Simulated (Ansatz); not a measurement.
Geometry optimisation, Ansatz 0.2.0, RKS CAM-B3LYP/def2-SVP.

The input (input.yaml):

```yaml
crystal:
  periodic: [false, false, false]
  atoms:
    - { symbol: Si, position_ang: [0.452798, 0.189412, -0.234863] }
    - { symbol: Cl, position_ang: [-1.335673, 0.324795, 2.583512] }
    - { symbol: O, position_ang: [1.45374, 0.012877, -1.53367] }
    - { symbol: H, position_ang: [1.52443, -0.878638, -1.8913] }
    - { symbol: H, position_ang: [-0.783316, 0.918845, -0.559638] }
    - { symbol: O, position_ang: [0.171274, -1.344392, 0.29906] }
    - { symbol: H, position_ang: [-0.425201, -1.412988, 1.055008] }
    - { symbol: O, position_ang: [1.261608, 1.148852, 0.871205] }
    - { symbol: H, position_ang: [2.219809, 1.040598, 0.874838] }
    - { symbol: H, position_ang: [-0.176868, 0.980239, 2.529246] }
basis:
  gaussian: { orbitals: def2-SVP }
hamiltonian:
  xc: cam_b3lyp
relax:
  f_tol: 0.03
  max_steps: 50
```

Command:

```bash
$ ansatz run input.yaml --threads 4 --pin off --max-ram 5120MiB --backend cpu --events-out ev --progress --plain --runs-dir out
```

Task: Where does it end, and by what steps?

Result: The forces met the threshold. The force dipped under the threshold on the way, but the program's further checks kept it going. After 47 steps the energy has fallen by 0.174 eV; Cl2 moved furthest, 1.14 Å.

```tsv
step	energy less start (eV)	largest force component (eV/Å)	accepted
0	0.0000	0.790	yes
2	-0.0568	1.392	yes
4	-0.1091	0.599	yes
6	-0.1202	0.419	no
8	-0.1373	0.047	yes
10	-0.1393	0.058	yes
12	-0.1413	0.060	yes
14	-0.1362	0.755	no
16	-0.1432	0.095	yes
18	-0.1438	0.036	yes
20	-0.1441	0.008	yes
22	-0.1447	0.058	yes
24	-0.1452	0.101	yes
26	-0.1456	0.060	yes
28	-0.1459	0.364	yes
30	-0.1473	0.267	yes
32	-0.1520	0.372	yes
34	-0.1600	0.166	yes
36	-0.1663	0.239	yes
38	-0.1685	0.230	yes
40	-0.1699	0.028	yes
42	-0.1721	0.100	yes
44	-0.1733	0.023	yes
46	-0.1736	0.037	yes
47	-0.1737	0.025	yes
```

```xyz
10
Properties=species:S:1:pos:R:3
Si 0.355 0.213 -0.476
Cl -0.537 -0.148 3.251
O 1.538 -0.302 -1.489
H 1.987 -1.126 -1.267
H -0.436 1.184 -1.250
O -0.479 -1.061 0.117
H -0.760 -1.054 1.045
O 0.980 0.982 0.887
H 1.460 1.809 0.762
H 0.255 0.484 2.412
```

Whether the end is a true minimum wasn't checked by a vibrational analysis.

Run time: 68 s on 4 threads of Arm Neoverse V2 (shared host), peak memory 0.27 GiB.
